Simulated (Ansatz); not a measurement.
`O[SiH2]N[SiH](O)O` → 7 H• + N• + 3 O• + 2 Si•  (atomization)

Calculated with Ansatz (gas phase, PBE0-D4/def2-TZVP geometries, no zero-point term in ΔE). CCSD(T)/CBS adds triple-zeta CCSD(T) − MP2 to the extrapolated MP2 energy (def2 sets, frozen cores). This one scheme is used for every species, atoms too. Functionals use def2-TZVPP. Open shells (•) are unrestricted, without spin–orbit coupling. Spin–orbit coupling would lower the free atoms: a little for O, Si. One conformer a species, not always the lowest.

```
  level  ΔE (eV)
PBE0-D4    50.19
ωB97M-V    51.15
```

Problem. What does CCSD(T)/CBS give? (Estimate.)

Solution. The calculation gave: +51.25 eV. The listed levels differ from it by -1.06, -0.10 eV.

Largest T1 diagnostic among the species: 0.012.

The D4 term adds +0.52 eV with B3LYP and +0.28 eV with PBE0; it sums over pairs of atoms, weighted by their polarisabilities, and B3LYP, whose exchange is more repulsive, gets the larger term. From PBE to PBE0 (25 % exact exchange), in def2-TZVPP and without D4, ΔE moves by −0.99 eV: exact exchange takes away binding that semilocal exchange gives to molecules.

B3LYP here is the variant with VWN-RPA as its local correlation; programs differ in this.

For atomizations the MP2-based limit and the directly extrapolated one differ by several kJ/mol either way, and by 10 to 25 for some Ge, Se and Sn compounds, so smaller differences from it don't rank the levels.
